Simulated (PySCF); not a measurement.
An unknown gives this computed stick spectrum. Computed with TDDFT B3LYP/def2-SVPD, vertical, gas phase, core orbitals frozen in the response (PySCF 2.14.0, density-fitted response routines). Geometries: PBE0-D3(BJ)/def2-SVP, one conformer each.

```json
{"state": "S1", "E (eV)": "5.15", "λ (nm)": "240.9", "f": "0.0025"}
{"state": "S2", "E (eV)": "5.31", "λ (nm)": "233.6", "f": "0.135"}
{"state": "S3", "E (eV)": "5.69", "λ (nm)": "217.8", "f": "0.109"}
{"state": "S4", "E (eV)": "5.85", "λ (nm)": "211.8", "f": "0.0073"}
{"state": "S5", "E (eV)": "6.01", "λ (nm)": "206.3", "f": "0.012"}
{"state": "S6", "E (eV)": "6.18", "λ (nm)": "200.6", "f": "0.083"}
{"state": "S7", "E (eV)": "6.26", "λ (nm)": "197.9", "f": "0.036"}
{"state": "S8", "E (eV)": "6.36", "λ (nm)": "194.9", "f": "0.026"}
{"state": "S9", "E (eV)": "6.38", "λ (nm)": "194.3", "f": "0.048"}
{"state": "S10", "E (eV)": "6.46", "λ (nm)": "191.9", "f": "0.0030"}
```

Triplets computed (Tamm–Dancoff): 4.00, 4.55, 4.61, 4.92 eV.

Question: Which structure fits? All have the formula C6H11NSi2.
A. `N[Si@@H]([SiH3])C1=CC=CC=C1`
B. `C1([Si@H](/C=C/[SiH3])C#N)CC1`
C. `[SiH3]N([SiH3])[C@@]12[C@@H]3[C@H]4[C@@H]3[C@@H]1[C@H]42`
D. `[SiH3]N(CC#CC#CC)[SiH3]`

Answer: A. Its S1 lies at 5.15 eV; the nearest of the others has S1 at 5.63 eV. S1 is HOMO-1→LUMO (50%), HOMO→LUMO+1 (44%). Löwdin shares by element: HOMO carbon 28% or more, silicon 23% (atoms not listed hold the other 50%); LUMO carbon 57% or more (atoms not listed hold the other 43%). At the same level the other candidates give, for their lowest levels:
- `[SiH3]N([SiH3])[C@@]12[C@@H]3[C@H]4[C@@H]3[C@@H]1[C@H]42`: 5.65 eV (f 0.007); 5.68 eV (f 0.012); 5.94 eV (f 0.002); 5.98 eV (f 0.004); 6.24 eV (f 0.001); T1 5.47 eV; HOMO -6.44, LUMO 0.04 eV
- `N#C[Si@@H](/C=C/[SiH3])C1CC1`: 5.63 eV (f 0.016); 6.25 eV (f 0.514); 6.48 eV (f 0.058); 6.55 eV (f 0.002); 6.73 eV (f 0.009); T1 4.06 eV; HOMO -7.99, LUMO -1.51 eV
- `CC#CC#CCN([SiH3])[SiH3]`: 4.50 eV (f 0.000); 4.69 eV (f 0.005); 4.75 eV (f 0.000); 5.44 eV (f 0.047); 5.77 eV (f 0.001); T1 3.74 eV; HOMO -6.68, LUMO -0.81 eV

Shape of the structure used: `[NH2:1][Si@@H:2]([SiH3:3])[c:4]1[cH:5][cH:6][cH:7][cH:8][cH:9]1`: N1–Si2–C4–C5 -31°, H–N1–Si2–Si3 43°, H–N1–Si2–Si3 -177°.
